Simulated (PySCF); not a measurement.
# Spinor energies of Pd(35+) (palladium, charge +35)

Start: [Ne] 3s1; 3s1/2 filled at m_j = +1/2. Calculated with PySCF 2.14 in an uncontracted even-tempered set (18 s from 6.6 bohr⁻², ratio 2.4; 13 p from 8.6 bohr⁻², ratio 2.4; 4 d from 28 bohr⁻², ratio 2.6; 4 f from 42 bohr⁻², ratio 2.6): generalised Hartree-Fock with the X2C-1e Hamiltonian and a Gaussian nucleus; one run each with spin-orbit coupling (SO) switched off, then screened by Boettger's factors.

```tsv
spinor shell	electrons	ε, spin-free (eV)	ε, screened SO (eV)	weight of nominal j (screened SO)	rms radius, screened SO (bohr)
1s1/2	2	-26556.8	-26555.6	1.000	0.0365
2s1/2	2	-5608.3	-5608.0	1.000	0.146
2p1/2	2	-5242.1	-5356.7	1.000	0.127
2p3/2	4	-5242.1	-5189.4	1.000	0.131
3s1/2	1	-2248.7	-2248.7	1.000	0.352
```

```csv
quantity,spin-free,screened SO
E (hartree),-4022.44143,-4023.16384
M_J,1/2,1/2
⟨J²⟩,0.750,0.750
⟨L²⟩,0.000,0.004
⟨S²⟩,0.750,0.754
```

Each row is a mean over spinors that exchange with the open shell spreads, by up to 8.390 eV (2s1/2).

Breit and QED terms are absent; they matter most for the inner s and p1/2 levels.

Densities and radii are taken from the X2C orbitals without a picture-change correction, which distorts them close to the nucleus.

Without spin-orbit coupling the j labels of p, d and f shells carry no meaning; the spin-free column gives the mean over the occupied spinors of each nl shell.
